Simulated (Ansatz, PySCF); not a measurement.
Gas-phase reaction (SMILES): F[As](F)F [trifluoroarsane] -> F atom + F[As]F; the As-F bond at the site shown breaks (other sites are not compared here).

Geometries: B3LYP-D3(BJ)/def2-TZVP minima from Ansatz (a first-principles code). Correlated levels leave the core frozen unless marked. Open shells are spin-unrestricted. No spin-orbit coupling. Frozen are the shells of the preceding noble gas and the d and f shells that filled before the atom's block. Non-relativistic. Basis-set limits of correlation are two-point, X^-3; Hartree-Fock from the larger set. The bracket is a focal-point correction in the basis named. Thermal terms are rigid-rotor harmonic-oscillator values from B3LYP-D3(BJ) frequencies (PySCF) at 298.15 K and 1 atm. 1 Eh = 627.5095 kcal/mol. Atoms have translation alone.

| species | E, RI-MP2/CBS(aug-cc-pVTZ,aug-cc-pVQZ)+[CCSD(T)-MP2]/aug-cc-pVTZ (Ansatz) (Eh) | E, PBE/def2-TZVPD (Ansatz) (Eh) | H - E (Eh) |
|---|---|---|---|
| F[As](F)F | -2533.86066 | -2535.02529 | 0.01212 |
| F atom | -99.66721 | -99.67049 | 0.00236 |
| F[As]F | -2434.00055 | -2435.16288 | 0.00819 |

**Question.** Work out ΔE and ΔH at 298.15 K at the first level, then ΔH at the second.

**Answer.** 
1. ΔE = [(-99.66721) + (-2434.00055)] - [(-2533.86066)] = 0.19290 Eh = 121.0 kcal/mol at RI-MP2/CBS(aug-cc-pVTZ,aug-cc-pVQZ)+[CCSD(T)-MP2]/aug-cc-pVTZ.
2. The terms H - E add up to -0.00157 Eh, so ΔH = (0.19290 + (-0.00157))×627.5095 = 120.1 kcal/mol.
3. At PBE/def2-TZVPD the same steps give ΔE = 120.4 and ΔH = 119.4 kcal/mol, a shift of -0.7 from the first level.
4. These values are not checked against measurement here, since the tables used lack a sound gas-phase enthalpy of formation for at least one species.
